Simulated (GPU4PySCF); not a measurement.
A structure optimised at B3LYP-D3(BJ)/def2-TZVP, used in a GPU4PySCF frequency run:

```
C
N 1 1.3578
C 2 1.3401 1 119.82
H 3 1.0815 2 114.98 1 180.00
C 3 1.3830 4 123.27 2 180.00
H 5 1.0805 3 119.30 4 0.00
C 5 1.3882 6 121.44 3 180.00
H 7 1.0814 5 120.84 6 0.00
C 7 1.3848 8 120.27 5 180.00
H 9 1.0794 7 120.27 8 0.00
C 1 1.4647 2 115.02 3 180.00
N 11 1.3578 1 115.02 2 0.00
C 12 1.3401 11 119.82 1 180.00
H 13 1.0815 12 114.98 11 180.00
C 13 1.3830 14 123.27 12 180.00
H 15 1.0805 13 119.30 14 0.00
C 15 1.3882 16 121.44 13 180.00
H 17 1.0814 15 120.84 16 0.00
C 17 1.3848 18 120.27 15 180.00
H 19 1.0794 17 120.27 18 0.00
Pt 12 2.0358 13 125.13 14 0.00
Cl 21 2.3040 12 94.74 13 0.00
Cl 21 2.3040 12 174.60 13 180.00
```
Charge 0, spin multiplicity 1.

Task: Write its SMILES, formula and point group.

Result: [Cl][Pt]1([Cl])<-[n]2ccccc2-c2cccc[n]->12, C10H8Cl2N2Pt, C2v

Task: What are its rotational constants (standard atomic weights)?

Result: 0.48087, 0.40092, 0.21863 GHz
